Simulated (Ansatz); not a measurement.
Basis-set extrapolation for BClH₄OSSi (`BO[SiH](S)Cl`) (PBE0-D4/def2-TZVP geometry, frozen core, Ansatz 0.2.0). Multiplicity 1, RHF reference.

```json
{"": "HF", "def2-TZVPP": "-1248.095001", "def2-QZVPP": "-1248.133507"}
{"": "MP2 correlation", "def2-TZVPP": "-0.814692", "def2-QZVPP": "-0.885831"}
{"": "CCSD(T) correlation", "def2-TZVPP": "-0.904815", "def2-QZVPP": "not run"}
```

Energies in hartree. Use E(X) = E(∞) + A·exp(−7.88·√X) for Hartree–Fock and E(X) = E(∞) + B·X^(−2.97) for correlation, with X = 3 and 4, and add CCSD(T) minus MP2 of the smaller set to the MP2 limit.

**Question.** What is the CCSD(T) energy at the basis-set limit?

**Answer.** HF limit: -1248.133507 + (-0.038506) × 0.13774 = -1248.13881. MP2 limit: -0.885831 + (-0.071139) × 0.74074 = -0.93853. Higher-order term: -0.904815 − (-0.814692) = -0.09012. Total: -1249.16746 hartree, 4.56 eV below CCSD(T)/def2-TZVPP.
